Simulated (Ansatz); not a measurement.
`[F][GeH2][NH][GeH3]` + `[SiH3][SiH2][GeH3]` → `[F][GeH2][SiH2][SiH3]` + `[GeH3][NH][GeH3]`  (redistribution)

Gas-phase electronic energies from Ansatz, PBE0-D4/def2-TZVP geometries. CCSD(T)/CBS adds triple-zeta CCSD(T) − MP2 to the extrapolated MP2 energy (def2 sets, frozen cores). DFT in def2-TZVPP. For Ge outer-core shells are correlated without core-valence functions, which leaves a few kJ/mol of doubt a bond. Scalar relativity is left out up to krypton. Each species was taken in one conformer, which may not be the lowest.

`[F][GeH2][NH][GeH3]`:

Cartesian coordinates in Å:
```
F -0.132 -2.565 -0.132
Ge -0.728 -1.203 0.791
N 0.374 0.217 0.597
Ge 0.513 1.264 -0.914
H -2.092 -0.876 0.177
H -0.728 -1.679 2.247
H 1.199 0.195 1.179
H -0.837 1.139 -1.633
H 1.656 0.793 -1.832
H 0.775 2.716 -0.480
```

`[SiH3][SiH2][GeH3]`:

Z-matrix (Å, degrees):
```
Si
Si 1 2.337
H 1 1.488 2 109.7
H 1 1.488 2 111.3 3 120.4
H 1 1.488 2 109.7 3 -119.2
Ge 2 2.380 1 110.4 3 59.6
H 2 1.490 1 109.9 3 -179.8
H 2 1.490 1 109.9 3 -61.0
H 6 1.538 2 110.2 1 -59.7
H 6 1.538 2 110.2 1 59.6
H 6 1.538 2 111.3 1 179.9
```

`[F][GeH2][SiH2][SiH3]`:

Cartesian coordinates in Å:
```
F -1.570 -1.727 0.956
Ge 0.097 -1.379 1.374
Si 0.550 0.770 0.444
Si -0.393 0.878 -1.692
H 0.157 -1.474 2.909
H 0.918 -2.514 0.736
H 2.029 0.939 0.389
H -0.013 1.819 1.338
H -0.015 2.153 -2.359
H 0.111 -0.260 -2.505
H -1.871 0.796 -1.589
```

`[GeH3][NH][GeH3]`:

Z-matrix (Å, degrees):
```
Ge
N 1 1.837
H 1 1.538 2 108.1
H 1 1.546 2 113.1 3 120.6
H 1 1.536 2 106.5 3 -119.6
Ge 2 1.837 1 123.9 3 164.1
H 2 1.010 1 113.9 3 -49.7
H 6 1.538 2 108.1 1 -164.1
H 6 1.546 2 113.1 1 75.3
H 6 1.536 2 106.5 1 -44.5
```

| species | ωB97X-V energy (Eh) |
| --- | --- |
| `[F][GeH2][NH][GeH3]` | -4311.90261 |
| `[SiH3][SiH2][GeH3]` | -2660.52417 |
| `[F][GeH2][SiH2][SiH3]` | -2759.81931 |
| `[GeH3][NH][GeH3]` | -4212.59546 |

Problem. Work out ΔE.

Solution. ΔE = (-2759.81931) + (-4212.59546) − (-4311.90261) − (-2660.52417) = 0.01201 Eh = +0.33 eV. CCSD(T)/CBS gives +0.35 eV.

Largest T1 diagnostic among the species: 0.013.

In def2-TZVPP, CCSD(T) changes the Hartree–Fock value by +0.04 eV (the triples alone add +0.00 eV) and MP2 by +0.05 eV.
